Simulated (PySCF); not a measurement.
AlBClFH2, AlClH, CH7BN2 (calculated)

Computed with PySCF 2.14.0. Calculation on a computer-drawn molecule: optimised geometry and harmonic frequencies of an isolated molecule of the commonest isotopes, restricted reference for singlets and unrestricted otherwise, frozen core in MP2.

Common to all runs: multiplicity 1.

```yaml
- entry: 1
  formula: AlBClFH2
  start_structure:
    atoms_angstrom:
      - [F, 0.9634, -0.0512, 0.7351]
      - [B, 0.3199, -1.1936, 0.5364]
      - [Al, -1.7819, -1.5178, 0.9056]
      - [Cl, 1.339, -2.5205, -0.086]
      - [H, -2.8296, -1.2722, -0.2512]
      - [H, -2.2599, -2.0401, 2.3179]
  given:
    charge: 0
    method: MP2
    basis: "cc-pV(D+d)Z"
    drawn_bonds_atom: [1, 2, 2, 3, 3]
    drawn_bonds_other_atom: [2, 3, 4, 5, 6]
    drawn_bonds_order: [1, 1, 1, 1, 1]
  results:
    optimised_atom_element: [F, B, Al, Cl, H, H]
    "optimised_atom_x [angstrom]": [0.9878, 0.3214, -1.773, 1.295, -2.824, -2.256]
    "optimised_atom_y [angstrom]": [-0.02959, -1.179, -1.513, -2.531, -1.288, -2.054]
    "optimised_atom_z [angstrom]": [0.7359, 0.5405, 0.9052, -0.07947, -0.2541, 2.31]
    "modes_frequency [cm^-1]": [75.61, 112.9, 287.7, 311.6, 465.4, 556.5, 594.9, 791.9, 906.6, 1252, 1965, 1972]
    "modes_reduced_mass [dalton]": [1.049, 7.406, 1.806, 13.68, 15.69, 2.233, 1.217, 1.163, 5.996, 12.5, 1.026, 1.06]
    "rotational_constants [GHz]": [5.947, 2.615, 1.867]
    "total_energy [hartree]": -827.2556
    "convergence_status_largest_gradient_component [hartree/bohr]": 2.285e-05
- entry: 2
  formula: AlClH
  start_structure:
    atoms_angstrom:
      - [Al, -0.5374, 3.3697, 2.701]
      - [Cl, -2.477, 2.9495, 2.3909]
      - [H, 0.9463, 3.6911, 2.9382]
  given:
    charge: 1
    method: MP2
    basis: "cc-pV(D+d)Z"
    drawn_bonds_atom: [1, 1]
    drawn_bonds_other_atom: [2, 3]
    drawn_bonds_order: [1, 1]
  results:
    optimised_atom_element: [Al, Cl, H]
    "optimised_atom_x [angstrom]": [-0.5364, -2.484, 0.9525]
    "optimised_atom_y [angstrom]": [3.37, 2.948, 3.692]
    "optimised_atom_z [angstrom]": [2.701, 2.39, 2.939]
    "modes_frequency [cm^-1]": [400.8, 400.9, 637.3, 2127]
    "modes_reduced_mass [dalton]": [1.137, 1.137, 17.68, 1.049]
    "rotational_constants [GHz]": [7.314, 7.314]
    "total_energy [hartree]": -701.9606
    "convergence_status_largest_gradient_component [hartree/bohr]": 7.412e-07
- entry: 3
  formula: CH7BN2
  start_structure:
    atoms_angstrom:
      - [C, -1.8419, -0.712, 2.2055]
      - ["N", -0.5392, -0.3235, 1.8029]
      - [B, 0.416, -1.2293, 1.3511]
      - ["N", 1.6616, -0.6856, 0.945]
      - [H, -1.9688, -1.8242, 2.2019]
      - [H, -2.0447, -0.393, 3.2905]
      - [H, -2.623, -0.2591, 1.5986]
      - [H, -0.4047, 0.654, 1.7916]
      - [H, 0.2117, -2.4541, 1.2406]
      - [H, 2.4598, -1.2389, 0.5772]
      - [H, 1.8789, 0.3042, 0.9626]
  given:
    charge: 0
    method: HF
    basis: cc-pVDZ
    drawn_bonds_atom: [1, 2, 3, 1, 1, 1, 2, 3, 4, 4]
    drawn_bonds_other_atom: [2, 3, 4, 5, 6, 7, 8, 9, 10, 11]
    drawn_bonds_order: [1, 1, 1, 1, 1, 1, 1, 1, 1, 1]
  results:
    optimised_atom_element: [C, "N", B, "N", H, H, H, H, H, H, H]
    "optimised_atom_x [angstrom]": [-1.886, -0.5735, 0.4503, 1.711, -1.973, -2.077, -2.68, -0.4164, 0.2458, 2.428, 1.974]
    "optimised_atom_y [angstrom]": [-0.7244, -0.32, -1.171, -0.6907, -1.808, -0.4376, -0.2892, 0.6667, -2.358, -1.301, 0.2723]
    "optimised_atom_z [angstrom]": [2.237, 1.797, 1.331, 0.9115, 2.172, 3.276, 1.621, 1.837, 1.288, 0.5863, 0.911]
    "modes_frequency [cm^-1]": [122.5, 192.5, 282.0, 291.1, 502.6, 507.2, 630.1, 889.0, 992.7, 1068, 1178, 1237, 1240, 1301, 1416, 1577, 1592, 1609, 1671, 1748, 2670, 3153, 3197, 3275, 3824, 3828, 3935]
    "modes_reduced_mass [dalton]": [1.89, 1.522, 1.185, 2.443, 2.968, 1.045, 1.431, 1.587, 1.338, 1.366, 1.476, 2.778, 1.288, 2.149, 1.818, 1.18, 1.042, 1.17, 1.613, 1.258, 1.097, 1.039, 1.105, 1.098, 1.075, 1.052, 1.097]
    "rotational_constants [GHz]": [37.85, 3.783, 3.514]
    "total_energy [hartree]": -175.6135
    "convergence_status_largest_gradient_component [hartree/bohr]": 4.193e-05
```
